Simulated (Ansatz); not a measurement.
AgF3HOP, SMILES `[OH][Ag-][P+](F)(F)F` at its PBE0-D4/def2-TZVP geometry, where that method's forces vanish. Charge 0, multiplicity 1. Ag: def2 effective core potential.

| atom | x (Å) | y (Å) | z (Å) |
| --- | --- | --- | --- |
| O1 | 2.353 | 0.613 | -1.654 |
| Ag2 | 0.790 | 0.161 | -0.553 |
| P3 | -0.969 | -0.443 | 0.690 |
| F4 | -1.922 | 0.682 | 1.159 |
| F5 | -0.719 | -1.147 | 2.047 |
| F6 | -2.006 | -1.424 | 0.089 |
| H7 | 2.473 | 1.557 | -1.778 |

Q: For each bond, give half the difference of the two atoms' forces along it (eV/Å; positive pushes the atoms apart) under PBE-D4, r2SCAN-D4, B3LYP-D4, ωB97M-V in def2-TZVPP. (Best estimate.)

A: Ansatz gave: 
```csv
bond,length (Å),PBE-D4,r2SCAN-D4,B3LYP-D4,ωB97M-V
O1–Ag2,1.964,0.02,0.00,0.03,0.08
O1–H7,0.959,0.52,0.12,0.02,-0.10
Ag2–P3,2.237,-0.75,-0.42,-0.08,-0.02
P3–F4,1.548,0.80,0.25,0.24,0.09
P3–F5,1.549,0.82,0.28,0.24,0.07
P3–F6,1.549,0.82,0.27,0.24,0.08
```

B3LYP here is the variant with VWN-RPA as its local correlation; programs differ in this.
